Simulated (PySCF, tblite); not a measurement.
Isomers of C7H12O. Computed values, GFN2-xTB/tblite, gas phase, harmonic and unscaled. This tight-binding method is rough: wavenumbers can miss measured ones by several per cent, in bad cases by 10 to 20. One conformer each.

Electronic energies: PBE0/pcSseg-1 single points on the GFN2-xTB geometries (PySCF, gas phase).

| SMILES | electronic energy, lowest = 0 (kcal/mol) |
| --- | --- |
| C[C@]12CC[C@H](CC1)O2 | 0.0 |
| CC[C@@]12CCC[C@@H]1O2 | 15.4 |
| CC#CC[C@@H](O)CC | 40.3 |
| CC(C)O[C@H]1[C@@H]2C[C@@H]21 | 57.0 |

Question: How do GFN2-xTB zero-point energies change the relative energies?

Answer: 
```csv
SMILES,ZPE (kcal/mol),of it from modes above 1550 cm⁻¹,electronic (kcal/mol),"with ZPE, lowest = 0 (kcal/mol)",lowest mode (cm⁻¹),rings
C[C@]12CC[C@H](CC1)O2,111.5,51.8,0.0,0.0,126,2
CC[C@@]12CCC[C@@H]1O2,110.5,51.6,15.4,14.5,59,2
CC#CC[C@@H](O)CC,107.2,55.6,40.3,36.1,19i,0
CC(C)O[C@H]1[C@@H]2C[C@@H]21,107.8,52.1,57.0,53.3,27,2
```

The zero-point energies span 4.3 kcal/mol, from `CC#CC[C@@H](O)CC` to `C[C@]12CC[C@H](CC1)O2`. Slightly imaginary modes are left out of the zero-point energy: `CC#CC[C@@H](O)CC` 18.5i cm⁻¹. The order is unchanged.

Question: And how do the electronic energies of GFN2-xTB itself compare?

Answer: `C[C@]12CC[C@H](CC1)O2` 0.0; `CC[C@@]12CCC[C@@H]1O2` 15.3; `CC#CC[C@@H](O)CC` 50.7; `CC(C)O[C@H]1[C@@H]2C[C@@H]21` 63.1 kcal/mol, lowest = 0. Against the energies above, taken from the same isomer `C[C@]12CC[C@H](CC1)O2`, the largest difference is 10.4 kcal/mol.

Question: What do entropy and thermal enthalpy add at 298.15 K and 1 bar (rigid rotor, harmonic oscillator, one conformer each)?

Answer: 
```json
{"SMILES": "C[C@]12CC[C@H](CC1)O2", "point group": "Cs", "symmetry number": "1", "S (cal/(mol K))": "81.7", "H − H(0) (kcal/mol)": "5.00", "ZPE + H − H(0) − TS (kcal/mol)": "92.1"}
{"SMILES": "CC[C@@]12CCC[C@@H]1O2", "point group": "C1", "symmetry number": "1", "S (cal/(mol K))": "87.0", "H − H(0) (kcal/mol)": "5.57", "ZPE + H − H(0) − TS (kcal/mol)": "90.2"}
{"SMILES": "CC(C)O[C@H]1[C@@H]2C[C@@H]21", "point group": "C1", "symmetry number": "1", "S (cal/(mol K))": "94.5", "H − H(0) (kcal/mol)": "6.31", "ZPE + H − H(0) − TS (kcal/mol)": "85.9"}
```

Not tabulated: `CC#CC[C@@H](O)CC` (lowest mode only 18i cm⁻¹).
